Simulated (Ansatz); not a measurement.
InPH3F3⁻, that is In(PH3)F3 with one electron more. The state is a doublet with charge -1. Geometry r2SCAN-D4/def2-SVP, that of the neutral singlet; atoms count from 1.

Cartesian coordinates in Å:
```
In 1.1316 0.3582 -0.9423
P -0.9108 -0.2877 0.7605
H -0.9601 0.3598 2.0190
H -1.0239 -1.6360 1.1787
H -2.2375 -0.0600 0.3203
F 2.6247 -0.0687 0.2504
F 0.6760 2.2430 -1.2150
F 0.7000 -0.9086 -2.3717
```

In the def2 sets In takes a core potential; there is no spin–orbit coupling. The highest occupied level of the charge -1 doublet lies above zero (up to 0.93 eV). By energy differences its removal costs 0.58 eV (vertical, to the charge 0 singlet, at PBE0-D4/def2-TZVPD); a positive level beside a positive removal energy at the same level points to self-interaction error.

Estimate the Mulliken populations from the PBE0/def2-TZVPD orbitals of Ansatz.


```csv
atom,charge (e),spin (α − β)
In1,0.81,0.92
P2,-0.41,0.03
H3,0.14,0.03
H4,0.14,0.03
H5,0.14,0.03
F6,-0.61,-0.02
F7,-0.61,-0.02
F8,-0.61,-0.02
```
Mulliken values and Mayer orders depend strongly on the basis. With diffuse functions, as here, like atoms can get unlike values, and bond orders can come out too low or too high.

Where does the spin sit?

Summed by element: In 0.92, P 0.03, H 0.10, F -0.05, of 1 unpaired in all. Largest on single atoms: In1 0.92, P2 0.03, H4 0.03.

And the Mayer bond orders between bonded heavy atoms (over 0.3)?

In1–P2 0.59 (2.74 Å); In1–F6 0.35 (1.96 Å); In1–F7 0.35 (1.96 Å); In1–F8 0.35 (1.96 Å).
